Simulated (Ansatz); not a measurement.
An input meant for TcNCl4⁻, that is [TcNCl4]2- with one electron fewer (charge -1, doublet).

```yaml
crystal:
  periodic: [false, false, false]
  atoms:
    - {symbol: Tc, position_ang: [0.000139, -0.000234, 0.141132]}
    - {symbol: N, position_ang: [0.002244, -0.005774, 1.725441]}
    - {symbol: Cl, position_ang: [2.369902, 0.012958, -0.469370]}
    - {symbol: Cl, position_ang: [-0.017565, 2.371985, -0.459616]}
    - {symbol: Cl, position_ang: [-2.371050, -0.010100, -0.463865]}
    - {symbol: Cl, position_ang: [0.016320, -2.368847, -0.473721]}
basis:
  gaussian: {orbitals: def2-TZVP, final_grid: {core_spheres: 1, valence_spheres: 1, degree: 5}}
total_charge: -1
magnetization: {spin_polarized: true, initial_magnetization: 1}
hamiltonian: {xc: {name: r2SCAN}}
scf: {omitted_lower_state_checks: [starts]}
output: {forces: true}
```

```sh
$ ansatz run in.yaml --threads 4 --pin off --events-out ev --progress --plain --max-ram 8704MiB
```

Output, abridged:

```
Functional definition: r2SCAN
1533 factors; their error is unknown
mean field evaluation 1: about -53773.6970 eV, gradient 6.2e1 eV
mean field evaluation 2: about -53560.1960 eV, gradient 2.2e2 eV
mean field evaluation 4: about -53776.1879 eV, gradient 4.8e1 eV
mean field evaluation 8: about -53787.2508 eV, gradient 2.5e-1 eV
mean field evaluation 16: about -53800.9352 eV, gradient 5.1e-1 eV
mean field evaluation 32: about -53805.8947 eV, gradient 8.5e-1 eV
mean field -53805.89119125 eV, -1977.3300303355 hartree, gradient 2.5e-5 eV, S^2 0.821652; 0 other end points of the search recorded, 0 dependent functions left out
reference -53805.89124088 eV, -1977.3300321595 hartree; 46, 45 occupied and 173, 174 virtual orbitals, 1533 factors
Total energy: -53805.89124088 eV, -1977.3300321595 hartree
Atom 0 at     0.000139    -0.000234     0.141132 Å, force    -0.018657     0.042430   -17.485158 eV/Å
Atom 1 at     0.002244    -0.005774     1.725441 Å, force    -0.010691     0.028639    -7.616948 eV/Å
Atom 2 at     2.369902     0.012958    -0.469370 Å, force   -11.915945    -0.067378     6.289049 eV/Å
Atom 3 at    -0.017565     2.371985    -0.459616 Å, force     0.100691   -11.941814     6.240948 eV/Å
Atom 4 at    -2.371050    -0.010100    -0.463865 Å, force    11.930145     0.032813     6.261403 eV/Å
Atom 5 at     0.016320    -2.368847    -0.473721 Å, force    -0.085543    11.905310     6.310707 eV/Å
Dipole moment:     0.000362    -0.000825     0.283979 e Å
Checks for a lower state left out: starts
```

(1) Something in this input is off. What?

Results:

(1) The integration grid is far too coarse. Self-consistency was reached. The result belongs to that input, not to the species as meant. The highest occupied level of an anion often lies above zero with these methods, and sets without diffuse functions describe the outer electron poorly.
